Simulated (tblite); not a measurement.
Record of a relaxation.

CH8B2NP.
Numbering: `[BH2:1][PH:2][BH:3][NH:4][CH3:5]` (hydrogens: H6, H7 on B1; H8 on P2; H9 on B3; H10 on N4; H11, H12, H13 on C5)

Computed with GFN2-xTB (tblite), gas phase: L-BFGS steps from a force-field or distance-geometry start until the largest atomic force falls under 0.01 eV/Å. 14 of its 147 geometries are shown.

Step 0: E = -383.0865 eV, largest atomic force 3.405 eV/Å
```
atom  x, y, z in Å  |  force x, y, z in eV/Å
B1      2.559   -0.406    0.102   -0.980  -0.587  -0.958
P2      1.437   -0.319   -1.457    0.821   0.853   1.089
B3     -0.362   -0.004   -0.864    0.588  -1.165   2.137
N4     -0.611    0.297    0.607    0.528   1.035  -3.201
C5     -2.018    0.072    0.875   -0.743  -0.382  -1.319
H6      2.026   -0.721    1.117    0.117   0.270  -0.406
H7      3.694   -0.665   -0.009    0.040   0.419  -0.096
H8      1.917    0.631   -2.417   -0.340  -0.640   0.676
H9     -1.160   -0.759   -1.348    0.202   0.785  -0.087
H10    -0.315    1.284    0.787   -0.203  -1.317   0.387
H11    -2.358    0.338    1.862    0.171  -0.051   0.328
H12    -2.246   -1.001    0.616    0.195   0.994   0.701
H13    -2.569    0.669    0.112   -0.396  -0.216   0.749
```

Step 11: E = -384.3402 eV, largest atomic force 0.451 eV/Å
```
atom  x, y, z in Å  |  force x, y, z in eV/Å
B1      2.614   -0.468    0.097    0.132   0.010   0.135
P2      1.517   -0.202   -1.276   -0.170   0.159   0.060
B3     -0.321   -0.117   -0.868    0.173  -0.177  -0.184
N4     -0.780    0.429    0.310    0.225   0.034  -0.086
C5     -2.107    0.150    0.811   -0.029  -0.021   0.153
H6      2.039   -0.782    1.094    0.399  -0.003  -0.210
H7      3.791   -0.499   -0.033   -0.386   0.088   0.158
H8      1.881    0.502   -2.394    0.048  -0.146   0.012
H9     -1.082   -0.747   -1.498   -0.043   0.143  -0.156
H10    -0.201    0.980    0.932   -0.072  -0.113  -0.124
H11    -2.173    0.414    1.860   -0.108   0.024   0.155
H12    -2.293   -0.909    0.689   -0.173  -0.289   0.159
H13    -2.887    0.666    0.256    0.004   0.292  -0.071
```

Step 22: E = -384.5227 eV, largest atomic force 0.180 eV/Å
```
atom  x, y, z in Å  |  force x, y, z in eV/Å
B1      2.658   -0.439    0.128   -0.035   0.068  -0.074
P2      1.487   -0.001   -1.145    0.127   0.035   0.052
B3     -0.361   -0.186   -0.962   -0.011   0.169   0.062
N4     -0.835    0.268    0.258   -0.026  -0.001   0.127
C5     -2.150    0.162    0.856   -0.116  -0.102  -0.024
H6      2.233   -0.859    1.144   -0.006   0.134  -0.056
H7      3.814   -0.298   -0.019   -0.116  -0.081  -0.079
H8      1.929    0.269   -2.416   -0.005  -0.121   0.062
H9     -1.088   -0.605   -1.776    0.037  -0.041  -0.013
H10    -0.180    0.735    0.866    0.123  -0.062   0.111
H11    -2.135    0.472    1.900    0.071   0.069  -0.069
H12    -2.494   -0.870    0.828   -0.059  -0.150  -0.059
H13    -2.883    0.768    0.321    0.015   0.082  -0.039
```

Step 34: E = -384.6703 eV, largest atomic force 0.170 eV/Å
```
atom  x, y, z in Å  |  force x, y, z in eV/Å
B1      2.618   -0.335    0.081    0.119  -0.076  -0.003
P2      1.498    0.316   -1.165   -0.034   0.094   0.121
B3     -0.302   -0.095   -0.900   -0.085   0.027   0.137
N4     -0.799    0.172    0.368   -0.083  -0.135  -0.062
C5     -2.175    0.130    0.829    0.021  -0.029   0.002
H6      2.248   -0.516    1.181    0.074   0.117  -0.037
H7      3.736   -0.493   -0.229    0.011  -0.101   0.135
H8      1.945   -0.078   -2.396   -0.063  -0.035  -0.142
H9     -0.996   -0.474   -1.762   -0.049   0.085   0.021
H10    -0.163    0.426    1.110    0.086   0.068  -0.104
H11    -2.223    0.442    1.871   -0.052   0.066  -0.021
H12    -2.597   -0.877    0.768    0.054  -0.028  -0.099
H13    -2.795    0.798    0.227    0.003  -0.053   0.053
```

Step 45: E = -384.7120 eV, largest atomic force 0.123 eV/Å
```
atom  x, y, z in Å  |  force x, y, z in eV/Å
B1      2.636   -0.340    0.065    0.020  -0.017   0.018
P2      1.519    0.357   -1.171   -0.016  -0.056  -0.078
B3     -0.286   -0.041   -0.864    0.066  -0.033  -0.098
N4     -0.782    0.184    0.404   -0.042  -0.046   0.005
C5     -2.167    0.096    0.813   -0.093   0.028   0.063
H6      2.287   -0.328    1.188    0.052   0.018  -0.010
H7      3.721   -0.686   -0.209   -0.074   0.005  -0.012
H8      1.842   -0.115   -2.425    0.024  -0.006   0.066
H9     -1.000   -0.412   -1.719    0.057   0.092   0.025
H10    -0.158    0.463    1.147   -0.005   0.037  -0.007
H11    -2.274    0.400    1.852   -0.024  -0.017   0.039
H12    -2.561   -0.917    0.703    0.086  -0.046   0.008
H13    -2.781    0.754    0.197   -0.050   0.041  -0.020
```

Step 56: E = -384.7256 eV, largest atomic force 0.069 eV/Å
```
atom  x, y, z in Å  |  force x, y, z in eV/Å
B1      2.649   -0.333    0.070   -0.026  -0.002  -0.008
P2      1.534    0.354   -1.175   -0.027   0.004   0.063
B3     -0.282    0.010   -0.865    0.006   0.042  -0.024
N4     -0.796    0.205    0.404   -0.002  -0.035  -0.025
C5     -2.181    0.075    0.815   -0.012   0.024  -0.017
H6      2.373   -0.209    1.205    0.004  -0.004  -0.003
H7      3.682   -0.787   -0.236    0.019   0.002  -0.002
H8      1.828   -0.201   -2.397    0.025  -0.032  -0.027
H9     -0.981   -0.302   -1.752   -0.022   0.011   0.045
H10    -0.179    0.470    1.157    0.008   0.007   0.001
H11    -2.300    0.364    1.856    0.021  -0.025   0.032
H12    -2.536   -0.951    0.692    0.043  -0.015   0.015
H13    -2.817    0.722    0.209   -0.037   0.022  -0.051
```

Step 67: E = -384.7276 eV, largest atomic force 0.021 eV/Å
```
atom  x, y, z in Å  |  force x, y, z in eV/Å
B1      2.648   -0.339    0.074    0.012   0.014  -0.006
P2      1.534    0.344   -1.173   -0.003  -0.006   0.003
B3     -0.287    0.030   -0.872   -0.005   0.005   0.008
N4     -0.798    0.219    0.398   -0.001   0.005   0.007
C5     -2.181    0.072    0.812    0.006   0.005   0.005
H6      2.386   -0.205    1.210   -0.011  -0.009  -0.005
H7      3.681   -0.792   -0.238   -0.007  -0.002   0.008
H8      1.834   -0.223   -2.390   -0.005  -0.003  -0.003
H9     -0.999   -0.273   -1.749    0.003   0.005  -0.012
H10    -0.183    0.483    1.153    0.012  -0.002  -0.001
H11    -2.297    0.356    1.856   -0.005  -0.008  -0.002
H12    -2.513   -0.963    0.693    0.001   0.013   0.008
H13    -2.831    0.708    0.207    0.004  -0.018  -0.011
```

Step 79: E = -384.7285 eV, largest atomic force 0.034 eV/Å
```
atom  x, y, z in Å  |  force x, y, z in eV/Å
B1      2.645   -0.342    0.075    0.018   0.002  -0.021
P2      1.536    0.338   -1.177   -0.008  -0.004  -0.015
B3     -0.288    0.049   -0.875    0.001  -0.002  -0.006
N4     -0.795    0.228    0.398    0.004  -0.006   0.003
C5     -2.176    0.069    0.814    0.001   0.001   0.005
H6      2.363   -0.214    1.206    0.010   0.000   0.032
H7      3.686   -0.785   -0.226   -0.029  -0.004   0.011
H8      1.825   -0.241   -2.391    0.012   0.017  -0.008
H9     -1.002   -0.233   -1.758   -0.015  -0.001  -0.004
H10    -0.173    0.471    1.154   -0.007  -0.008   0.016
H11    -2.302    0.373    1.852    0.012   0.013  -0.012
H12    -2.491   -0.974    0.719   -0.001   0.003   0.007
H13    -2.833    0.678    0.191    0.000  -0.011  -0.007
```

Step 90: E = -384.7471 eV, largest atomic force 0.229 eV/Å
```
atom  x, y, z in Å  |  force x, y, z in eV/Å
B1      2.586   -0.361    0.090    0.169  -0.009  -0.068
P2      1.537    0.311   -1.206   -0.015   0.022  -0.052
B3     -0.303    0.137   -0.919    0.019   0.028   0.032
N4     -0.769    0.155    0.384    0.057   0.046   0.029
C5     -2.139    0.042    0.833   -0.078   0.000   0.047
H6      2.245   -0.207    1.199   -0.005  -0.023   0.124
H7      3.651   -0.796   -0.134   -0.088   0.002  -0.023
H8      1.852   -0.209   -2.442   -0.041   0.025   0.081
H9     -1.048    0.079   -1.822   -0.005  -0.044   0.063
H10    -0.119    0.235    1.158   -0.054  -0.092  -0.174
H11    -2.286    0.638    1.742   -0.066  -0.084  -0.203
H12    -2.402   -1.002    1.053    0.076   0.120   0.041
H13    -2.809    0.394    0.047    0.031   0.009   0.103
```

Step 101: E = -384.7648 eV, largest atomic force 0.040 eV/Å
```
atom  x, y, z in Å  |  force x, y, z in eV/Å
B1      2.578   -0.350    0.104   -0.004  -0.011  -0.001
P2      1.533    0.343   -1.190    0.024   0.008  -0.002
B3     -0.311    0.169   -0.938    0.019   0.029   0.020
N4     -0.771    0.097    0.361    0.009  -0.010   0.000
C5     -2.133    0.040    0.834   -0.002  -0.003   0.008
H6      2.256   -0.199    1.226    0.018  -0.022  -0.022
H7      3.617   -0.823   -0.142    0.022   0.000  -0.014
H8      1.855   -0.179   -2.420    0.000   0.001   0.001
H9     -1.061    0.189   -1.836   -0.002  -0.010   0.000
H10    -0.101    0.051    1.118   -0.013   0.028   0.016
H11    -2.290    0.769    1.633   -0.031  -0.009  -0.023
H12    -2.368   -0.956    1.221   -0.020   0.012   0.024
H13    -2.808    0.265    0.012   -0.019  -0.013  -0.007
```

Step 112: E = -384.7765 eV, largest atomic force 0.108 eV/Å
```
atom  x, y, z in Å  |  force x, y, z in eV/Å
B1      2.604   -0.400    0.071    0.008   0.028   0.023
P2      1.553    0.389   -1.165    0.003  -0.024   0.060
B3     -0.291    0.205   -0.893    0.011  -0.003  -0.009
N4     -0.779    0.095    0.393    0.010  -0.016  -0.025
C5     -2.156    0.030    0.824    0.038  -0.031  -0.050
H6      2.296   -0.317    1.202   -0.009  -0.010   0.002
H7      3.644   -0.854   -0.205    0.008  -0.022  -0.052
H8      1.846   -0.086   -2.423   -0.022   0.025   0.032
H9     -1.032    0.241   -1.794   -0.056  -0.032  -0.087
H10    -0.131    0.075    1.168   -0.006   0.009   0.064
H11    -2.403    0.892    1.445   -0.053   0.060   0.048
H12    -2.347   -0.877    1.404    0.048  -0.013   0.010
H13    -2.809    0.024   -0.046    0.020   0.028  -0.015
```

Step 124: E = -384.7872 eV, largest atomic force 0.035 eV/Å
```
atom  x, y, z in Å  |  force x, y, z in eV/Å
B1      2.652   -0.453    0.040    0.008   0.009   0.013
P2      1.556    0.420   -1.093   -0.005   0.026  -0.010
B3     -0.282    0.170   -0.851    0.006   0.006  -0.006
N4     -0.801    0.160    0.429   -0.017  -0.022  -0.022
C5     -2.189    0.044    0.811   -0.011   0.001   0.003
H6      2.378   -0.489    1.180   -0.009  -0.008   0.013
H7      3.686   -0.858   -0.326    0.003  -0.017  -0.006
H8      1.844    0.059   -2.388    0.002  -0.005  -0.004
H9     -0.998    0.078   -1.772    0.003  -0.003   0.000
H10    -0.188    0.244    1.229    0.009   0.018   0.004
H11    -2.522    0.937    1.348    0.007   0.005   0.002
H12    -2.345   -0.823    1.458    0.007  -0.011   0.000
H13    -2.796   -0.072   -0.084   -0.002   0.001   0.012
```

Step 135: E = -384.7882 eV, largest atomic force 0.024 eV/Å
```
atom  x, y, z in Å  |  force x, y, z in eV/Å
B1      2.645   -0.448    0.040   -0.001  -0.010   0.016
P2      1.559    0.440   -1.095    0.004   0.005  -0.010
B3     -0.277    0.169   -0.852   -0.010  -0.007  -0.018
N4     -0.800    0.170    0.426    0.000   0.003   0.005
C5     -2.185    0.041    0.812   -0.013  -0.006   0.006
H6      2.372   -0.479    1.182   -0.003   0.001  -0.002
H7      3.669   -0.878   -0.327   -0.007   0.000   0.000
H8      1.844    0.050   -2.384    0.001   0.006   0.000
H9     -0.990    0.051   -1.773    0.009   0.003   0.002
H10    -0.190    0.279    1.225    0.009   0.001  -0.002
H11    -2.514    0.920    1.375   -0.005  -0.021  -0.010
H12    -2.337   -0.845    1.436    0.010   0.020  -0.005
H13    -2.799   -0.052   -0.082    0.007   0.004   0.019
```

Step 146: E = -384.7891 eV, largest atomic force 0.004 eV/Å
```
atom  x, y, z in Å  |  force x, y, z in eV/Å
B1      2.615   -0.461    0.041    0.001   0.000   0.002
P2      1.563    0.469   -1.096    0.001   0.000  -0.003
B3     -0.273    0.183   -0.861   -0.002  -0.001   0.000
N4     -0.792    0.190    0.418   -0.001   0.000   0.000
C5     -2.171    0.032    0.817   -0.002  -0.003   0.000
H6      2.325   -0.503    1.178    0.000   0.000   0.000
H7      3.634   -0.911   -0.319    0.000   0.000  -0.001
H8      1.856    0.083   -2.384    0.001   0.000   0.001
H9     -0.982    0.045   -1.782    0.000   0.000  -0.001
H10    -0.178    0.320    1.211    0.001   0.000   0.002
H11    -2.523    0.915    1.357   -0.001   0.000   0.000
H12    -2.291   -0.839    1.468    0.002   0.001   0.001
H13    -2.787   -0.106   -0.068    0.000   0.002  -0.002
```

Task: Summarise the path.

Result: The energy falls by 39.26 kcal/mol from step 0 to step 146; nine tenths of that is first reached at step 31. It falls at every step. The largest force goes from 3.405 to 0.004 eV/Å. Among the bonds B3–N4 changes most, from 1.522 to 1.380 Å; the atoms move by 0.654 Å rms after alignment.

Task: Follow the three bonds and two angles with the largest change from start to end.

Result: 
| step | E above end (kcal/mol) | largest force (eV/Å) | B3–N4 (Å) | B1–P2 (Å) | P2–H8 (Å) | B3–N4–C5 (°) | B3–N4–H10 (°) |
| --- | --- | --- | --- | --- | --- | --- | --- |
| 0 | 39.26 | 3.405 | 1.522 | 1.923 | 1.433 | 107.8 | 107.9 |
| 6 | 14.70 | 0.915 | 1.390 | 1.773 | 1.357 | 117.9 | 126.9 |
| 13 | 9.47 | 0.374 | 1.381 | 1.774 | 1.364 | 124.3 | 122.1 |
| 19 | 6.99 | 0.255 | 1.384 | 1.780 | 1.375 | 127.6 | 118.1 |
| 25 | 5.74 | 0.273 | 1.387 | 1.775 | 1.365 | 130.7 | 116.4 |
| 32 | 3.28 | 0.539 | 1.388 | 1.809 | 1.395 | 129.3 | 119.5 |
| 38 | 2.20 | 0.190 | 1.381 | 1.804 | 1.375 | 127.0 | 119.3 |
| 44 | 1.84 | 0.128 | 1.381 | 1.804 | 1.379 | 126.3 | 119.9 |
| 51 | 1.55 | 0.089 | 1.382 | 1.805 | 1.375 | 127.1 | 119.6 |
| 57 | 1.45 | 0.054 | 1.383 | 1.807 | 1.374 | 127.0 | 119.6 |
| 63 | 1.42 | 0.020 | 1.382 | 1.806 | 1.376 | 127.0 | 119.6 |
| 70 | 1.41 | 0.022 | 1.382 | 1.806 | 1.376 | 126.6 | 120.0 |
| 76 | 1.40 | 0.022 | 1.382 | 1.807 | 1.375 | 126.8 | 119.8 |
| 83 | 1.35 | 0.109 | 1.383 | 1.803 | 1.380 | 127.2 | 119.9 |
| 89 | 1.07 | 0.183 | 1.383 | 1.799 | 1.378 | 127.8 | 120.2 |
| 95 | 0.65 | 0.088 | 1.381 | 1.803 | 1.374 | 128.1 | 119.2 |
| 102 | 0.54 | 0.051 | 1.380 | 1.801 | 1.374 | 128.6 | 119.2 |
| 108 | 0.40 | 0.104 | 1.381 | 1.800 | 1.372 | 128.4 | 119.7 |
| 114 | 0.21 | 0.182 | 1.381 | 1.804 | 1.377 | 128.0 | 119.5 |
| 121 | 0.05 | 0.047 | 1.381 | 1.803 | 1.375 | 127.6 | 120.2 |
| 127 | 0.03 | 0.021 | 1.381 | 1.804 | 1.375 | 127.7 | 120.1 |
| 133 | 0.03 | 0.020 | 1.381 | 1.804 | 1.376 | 127.7 | 120.1 |
| 140 | 0.01 | 0.029 | 1.381 | 1.806 | 1.375 | 127.9 | 120.0 |
| 146 | 0.00 | 0.004 | 1.380 | 1.807 | 1.376 | 127.9 | 119.9 |

What follows is the cost of the whole relaxation. Hardware: an Arm Neoverse N1 with one thread, shared host with 64 logical CPUs at a one-minute load of 56. Cost: 1.2 s wall.
